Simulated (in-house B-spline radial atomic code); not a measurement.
Inner-shell binding energies (edges) and X-ray emission energies of free atoms and ions, as differences of relaxed hole-state energies with first-order Breit, QED and recoil terms, without correlation or multiplet splittings, in NIST's listed ground configurations. For neutral atoms such line energies lie within some 1 to 5 eV of tabulated X-ray lines (up to 20 eV for the heaviest). K = 1s, L1 = 2s, L2 = 2p1/2, L3 = 2p3/2, M3 = 3p3/2. A dash marks a subshell that is part filled or wasn't run, or a line left out. Computed with a B-spline radial code for spherical atoms: Dirac-Hartree-Fock, average of the configuration, finite nuclei.

| ion | configuration | K edge (eV) | L1 edge (eV) | L3 edge (eV) | K-L3 (eV) | K-L2 (eV) | K-M3 (eV) |
| --- | --- | --- | --- | --- | --- | --- | --- |
| Fe6+ | [Ar] 3d2 | 7249.7 | 990.49 | 850.6 | 6399.1 | 6386.91 | 7071.5 |
| Co6+ | [Ar] 3d3 | ? | ? | ? | ? | ? | ? |
| Ni6+ | [Ar] 3d4 | 8477.11 | 1161.2 | 1003.11 | 7474.01 | 7456.91 | 8278.9 |
| Cu6+ | [Ar] 3d5 | ? | ? | ? | ? | ? | ? |
| Zn6+ | [Ar] 3d6 | 9804.11 | 1346.39 | 1168.39 | 8635.72 | 8612.35 | 9585 |
| Ga6+ | [Ar] 3d7 | 10505.3 | 1444.5 | 1255.83 | 9249.43 | 9222.33 | 10275.4 |
| Ge6+ | [Ar] 3d8 | 11231.7 | 1546.35 | 1346.48 | 9885.21 | 9853.95 | 10990.8 |
| As6+ | [Ar] 3d9 | 11983.5 | 1651.96 | 1440.34 | 10543.2 | 10507.3 | 11731.4 |
| Se6+ | [Ar] 3d10 | ? | ? | ? | ? | ? | ? |
| Kr6+ | [Ar] 3d10 4s2 | 14428.3 | 2030.35 | 1779.03 | 12649.2 | 12596.3 | 14115.1 |

(1) Fill in the row of Co6+.

(2) Fill in the row of Cu6+.

(3) Fill in the row of Se6+.

Answers

(1) K edge (eV): 7851.02; L1 edge (eV): 1074.05; L3 edge (eV): 925.26; K-L3 (eV): 6925.76; K-L2 (eV): 6911.27; K-M3 (eV): 7662.92.

(2) K edge (eV): 9128.11; L1 edge (eV): 1251.97; L3 edge (eV): 1084.15; K-L3 (eV): 8043.95; K-L2 (eV): 8023.91; K-M3 (eV): 8919.56.

(3) K edge (eV): 12760.9; L1 edge (eV): 1761.39; L3 edge (eV): 1537.41; K-L3 (eV): 11223.5; K-L2 (eV): 11182.5; K-M3 (eV): 12497.3.
